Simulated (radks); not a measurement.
Results of a calculation; reference values are marked as such.
Task: The mean radii <r> (bohr) of the occupied orbitals of an atom or ion are listed with their occupations. Code: a radial shooting solver on a logarithmic mesh with Libxc functionals. Model: Dirac Kohn-Sham, OLYP, spin-unpolarised, spherical densities, finite nucleus; Fermi nuclear charge, rms radius of each element as measured or else 0.836 A^(1/3) + 0.57 fm.

orbital  occ.      <r>
1s1/2       2  0.03040
2s1/2       2   0.1313
2p1/2       2   0.1112
2p3/2       4   0.1164
3s1/2       2   0.3579
3p1/2       2   0.3492
3p3/2       4   0.3602
3d3/2       4   0.3322
3d5/2       6   0.3357
4s1/2       2   0.8792
4p1/2       2   0.9388
4p3/2       4   0.9697
4d3/2       4    1.252
4d5/2       6    1.270
5s1/2       1    2.690

Name the element and its charge. Open shells, if any, fill j = l - 1/2 first.

Result: Z = 48, cadmium, charge +1: Cd+ in [Kr] 4d10 5s1. The 1s radius gives Z: for a bare nucleus <r> = (2 gamma + 1)/(2Z) with gamma = sqrt(1 - (Z/c)^2), 0.02993 bohr for Z = 48, and screening makes it slightly larger (0.03040 here). The occupations add up to 47, and the charge is Z minus that.
